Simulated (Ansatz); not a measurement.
`B[Si](F)(F)[SiH3]` + H₂ → `F[SiH](F)[SiH3]` + BH₃ at 600 K and 1 bar (hydrogenolysis of the Si–B bond).

Calculated with Ansatz (gas phase, PBE0-D4/def2-TZVP geometries, no zero-point term in ΔE). CBS: MP2 limit from def2 TZ/QZ plus the TZ coupled-cluster correction, frozen cores. This one scheme is used for every species.

```tsv
species	CCSD(T)/CBS energy (Eh)	H − E (kJ/mol)	S (J/(mol·K))
`B[Si](F)(F)[SiH3]`	-805.62947	204.5	482.1
H₂	-1.17544	43.9	150.8
`F[SiH](F)[SiH3]`	-780.26920	158.1	412.5
BH₃	-26.55200	91.5	217.3
```

H − E and S are ideal-gas, rigid-rotor, harmonic terms from PBE0-D4/def2-TZVP. The MP2-based limit puts H₂ 0.8 mEh under its directly extrapolated value; such offsets cancel only in part. 1 Eh = 2625.50 kJ/mol, R = 8.31446 J/(mol·K).

Problem. By hand: ΔE, ΔH, ΔS and ΔG.

Solution. ΔE = (-780.26920) + (-26.55200) − (-805.62947) − (-1.17544) = -0.01629 Eh = -42.8 kJ/mol. Δ(H − E) = 158.1 + 91.5 − 204.5 − 43.9 = 1.2, so ΔH = -41.6 kJ/mol. ΔS = 412.5 + 217.3 − 482.1 − 150.8 = -3.1 J/(mol·K). ΔG = -41.6 − 600 × (-3.1)/1000 = -39.7 kJ/mol.

Problem. By hand: the equilibrium constant, and the temperature at which ΔG would vanish if ΔH and ΔS stayed fixed.

Solution. log₁₀ K = −ΔG/(RT ln 10) = 3.5. ΔG = 0 at ΔH/ΔS = 13419 K, far beyond where these terms or the molecules hold.

The number of gas molecules stays the same, so ΔS is small and ΔH decides. A doubt of 5 kJ/mol in ΔE shifts log₁₀ K by 0.4 here. These are equilibria of isolated gas molecules and say nothing of rates. Largest T1 diagnostic: 0.013 (customary marks: 0.02 for closed shells, 0.045 for open ones).
